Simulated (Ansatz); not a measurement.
Consider the substitution at a C–O bond: `C#CCOC` + `C[Si](O)(O)F` → `CO[Si](C)(O)F` + `C#CCO`.

Isolated molecules relaxed with PBE0-D4/def2-TZVP in Ansatz; ΔE leaves out vibrations. CCSD(T)/CBS is the MP2 limit (def2-TZVPP, def2-QZVPP) plus CCSD(T) − MP2 in def2-TZVPP, frozen cores. This one scheme is used for every species. Functionals use def2-TZVPP. B3LYP here is the variant with VWN-RPA as its local correlation; programs differ in this. One conformer a species, not always the lowest.

`C#CCOC`:

Cartesian coordinates in Å:
```
C -1.382 -2.417 -0.778
C -0.833 -1.479 -0.272
C -0.175 -0.355 0.371
O 0.277 0.562 -0.591
C 0.917 1.658 0.004
H -1.867 -3.247 -1.234
H -0.879 0.129 1.066
H 0.668 -0.726 0.977
H 0.239 2.208 0.672
H 1.237 2.321 -0.798
H 1.798 1.347 0.583
```

`C[Si](O)(O)F`:

Cartesian coordinates in Å:
```
C 1.075 -0.886 0.035
Si -0.447 0.141 -0.057
O -1.130 0.177 1.418
O -0.209 1.684 -0.543
F -1.440 -0.524 -1.123
H 0.842 -1.885 0.408
H 1.802 -0.430 0.710
H 1.537 -0.989 -0.949
H -1.799 0.843 1.584
H -0.231 1.868 -1.483
```

`CO[Si](C)(O)F`:

```xyz
13

C     1.852   -0.745    0.388
O     0.994   -0.242   -0.611
Si   -0.345    0.647   -0.343
C    -1.750   -0.277    0.403
O    -0.818    1.272   -1.766
F     0.072    1.816    0.669
H     1.362   -1.527    0.977
H     2.726   -1.179   -0.100
H     2.186    0.048    1.065
H    -2.609    0.382    0.546
H    -2.055   -1.101   -0.245
H    -1.475   -0.687    1.377
H    -0.139    1.593   -2.361
```

`C#CCO`:

Cartesian coordinates in Å:
```
C -0.767 1.571 0.668
C -0.152 0.678 0.154
C 0.555 -0.433 -0.473
O 0.362 -1.663 0.188
H -1.302 2.368 1.130
H 0.255 -0.493 -1.528
H 1.630 -0.240 -0.455
H -0.582 -1.789 0.317
```

Task: Is it downhill or uphill in electronic energy at CCSD(T)/CBS, and by how much? (An estimate is asked.)

Result: Ansatz gave: Uphill: ΔE = +2.9 kcal/mol.

Task: What do these levels give: PBE-D4, r2SCAN-D4, B2PLYP, PBE0, B3LYP, MP2/def2-TZVPP, SCS-MP2/def2-TZVPP, CCSD/def2-TZVPP, CCSD(T)/def2-TZVPP, MP2/def2-QZVPP, SCS-MP2/def2-QZVPP, MP2/CBS(def2)? (Best estimate.)

Result: Ansatz gave: PBE-D4 2.5, r2SCAN-D4 2.8, B2PLYP 2.9, PBE0 2.8, B3LYP 2.7, MP2/def2-TZVPP 3.3, SCS-MP2/def2-TZVPP 3.0, CCSD/def2-TZVPP 2.8, CCSD(T)/def2-TZVPP 2.9, MP2/def2-QZVPP 3.4, SCS-MP2/def2-QZVPP 3.0, MP2/CBS(def2) 3.4 kcal/mol.

Largest T1 diagnostic among the species: 0.012.
